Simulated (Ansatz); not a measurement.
Pt₃H₂⁺. The state is a doublet with charge 1. Geometry PBE0-D4/def2-TZVP.

```xyz
5

Pt    0.963   -0.544    0.789
Pt   -1.017    0.899    0.054
Pt    0.101   -0.659   -1.567
H    -1.977   -0.210    0.388
H     1.931    0.514    0.336
```

In the def2 sets Pt takes a core potential; there is no spin–orbit coupling. The structure comes from a short search, and lower isomers may exist.

(1) Estimate the α-spin orbital energies around the gap (eV) in Ansatz with revPBE-D4/def2-TZVP, BLYP-D4/def2-TZVP, r2SCAN-D4/def2-TZVP, PBE0-D4/def2-SVP, CAM-B3LYP-D4/def2-TZVP.

Answers

(1) 
```tsv
orbital	revPBE-D4/def2-TZVP	BLYP-D4/def2-TZVP	r2SCAN-D4/def2-TZVP	PBE0-D4/def2-SVP	CAM-B3LYP-D4/def2-TZVP
HOMO−13	-15.25	-15.14	-15.50	-16.56	-17.68
HOMO−12	-13.93	-13.84	-14.30	-15.51	-16.74
HOMO−11	-13.77	-13.69	-14.08	-15.36	-16.66
HOMO−10	-13.71	-13.64	-14.07	-15.17	-16.40
HOMO−9	-12.78	-12.74	-13.08	-14.33	-15.63
HOMO−8	-12.72	-12.67	-13.08	-14.10	-15.38
HOMO−7	-12.50	-12.45	-12.85	-14.04	-15.19
HOMO−6	-11.69	-11.64	-12.02	-13.23	-14.49
HOMO−5	-11.39	-11.35	-11.66	-12.85	-14.07
HOMO−4	-10.88	-10.86	-11.16	-12.30	-13.57
HOMO−3	-10.64	-10.62	-10.89	-11.98	-13.26
HOMO−2	-10.53	-10.50	-10.81	-11.97	-13.26
HOMO−1	-10.51	-10.46	-10.79	-11.71	-12.97
HOMO	-10.39	-10.37	-10.66	-11.71	-12.86
LUMO	-9.69	-9.71	-9.72	-8.92	-7.90
LUMO+1	-8.87	-8.96	-8.76	-7.93	-6.96
LUMO+2	-7.87	-7.98	-7.72	-7.01	-6.26
LUMO+3	-6.70	-6.80	-6.50	-5.70	-4.77
LUMO+4	-5.44	-5.47	-5.08	-4.37	-3.86
LUMO+5	-4.91	-4.98	-4.61	-3.93	-3.35
β HOMO	-10.31	-10.28	-10.57	-11.56	-12.82
β LUMO	-9.79	-9.81	-9.61	-8.80	-7.67
```
